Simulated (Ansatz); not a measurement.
Geometry optimisation, Ansatz 0.2.0, RKS BHLYP-D4/def2-SVP.

Input file:

```yaml
crystal:
  periodic: [false, false, false]
  atoms:
    - { symbol: Ga, position_ang: [-0.57833, 0.462671, -0.004202] }
    - { symbol: Br, position_ang: [1.950347, -2.177982, -0.67775] }
    - { symbol: O, position_ang: [-0.427975, 0.969826, -1.679651] }
    - { symbol: O, position_ang: [-2.074587, -0.147516, 0.680523] }
    - { symbol: H, position_ang: [2.037027, -1.150561, 0.373196] }
    - { symbol: O, position_ang: [0.84995, 0.618399, 1.138] }
    - { symbol: H, position_ang: [0.44928, 1.221283, -1.959796] }
    - { symbol: H, position_ang: [-2.812629, -0.243879, 0.08298] }
    - { symbol: H, position_ang: [0.607116, 0.447758, 2.046699] }
basis:
  gaussian: { orbitals: def2-SVP }
hamiltonian:
  xc: { name: BHLYP }
  dispersion: d4
relax:
  f_tol: 0.03
  max_steps: 50
```

Run as:

```bash
$ ansatz run input.yaml --threads 4 --pin off --max-ram 5120MiB --backend cpu --events-out ev --progress --plain --runs-dir out
```

Where does it end, and by what steps?

The forces met the threshold. After 6 steps the energy has fallen by 0.131 eV; H5 moved furthest, 0.34 Å.

```tsv
step	energy less start (eV)	largest force component (eV/Å)	accepted
0	0.0000	1.126	yes
1	-0.1121	0.421	yes
2	-0.1180	0.223	yes
3	-0.1277	0.119	yes
4	-0.1295	0.104	yes
5	-0.1307	0.035	yes
6	-0.1309	0.020	yes
```

```xyz
9
Properties=species:S:1:pos:R:3
Ga -0.490 0.386 -0.027
Br 1.767 -2.036 -0.561
O -0.396 1.000 -1.670
O -1.990 -0.207 0.673
H 1.765 -0.955 0.399
O 0.908 0.495 1.087
H 0.475 1.215 -1.992
H -2.732 -0.290 0.078
H 0.694 0.392 2.013
```

Whether the end is a true minimum wasn't checked by a vibrational analysis.

The run took 33 s on 4 threads of Arm Neoverse N1, on a shared host, peak memory 0.36 GiB.
